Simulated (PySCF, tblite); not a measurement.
Isomers of C4H11FS2Si2, one GFN2-xTB conformer each. Single-point energies are computed at PBE0/pcSseg-1 (PySCF, gas phase, no added dispersion term), electronic only.

Problem. Rank them by PBE0/pcSseg-1 energy, lowest first (kJ/mol).
A. `[CH3:1][C@:2]([SiH3:3])([S:4][SiH3:5])[C:6](=[S:7])[CH2:8][F:9]` with C1–C2–S4–Si5 -59°, C1–C2–C6–S7 -8°, C2–C6–C8–F9 43°
B. `[F:1][C@@H:2]1[S:3][CH2:4][S:5][SiH2:6][C@H:7]1[CH2:8][SiH3:9]` with Si6–C7–C8–Si9 -79°, F1–C2–S3–C4 -53°, C2–S3–C4–S5 -71°, S3–C4–S5–Si6 65°, C4–S5–Si6–C7 -52°

Solution. B (0.0), A (105.2).

As drawn, the higher has a C=S bond, which the lower lacks. GFN2-xTB itself gives, in the same order: 0.0, 22.1. Both levels put the same isomer lowest.

Problem. Which frontier levels, dipoles and rotational constants go with these structures?

Solution. 
```tsv
SMILES	HOMO (eV, PBE0/pcSseg-1)	LUMO (eV)	dipole (D)	A, B, C (MHz)
F[C@@H]1SCS[SiH2][C@H]1C[SiH3]	-6.79	0.06	1.41	1133, 631.6, 541.9
C[C@]([SiH3])(S[SiH3])C(=S)CF	-6.65	-2.57	1.13	930.2, 736.8, 621.6
```

Problem. What happens when harmonic zero-point energies from GFN2-xTB frequencies are added?

Solution. 
| SMILES | ZPE (kJ/mol) | electronic (kJ/mol) | with ZPE (kJ/mol) |
| --- | --- | --- | --- |
| F[C@@H]1SCS[SiH2][C@H]1C[SiH3] | 355.0 | 0.0 | 0.0 |
| C[C@]([SiH3])(S[SiH3])C(=S)CF | 345.3 | 105.2 | 95.5 |

The zero-point energies span 9.7 kJ/mol. The order is unchanged.
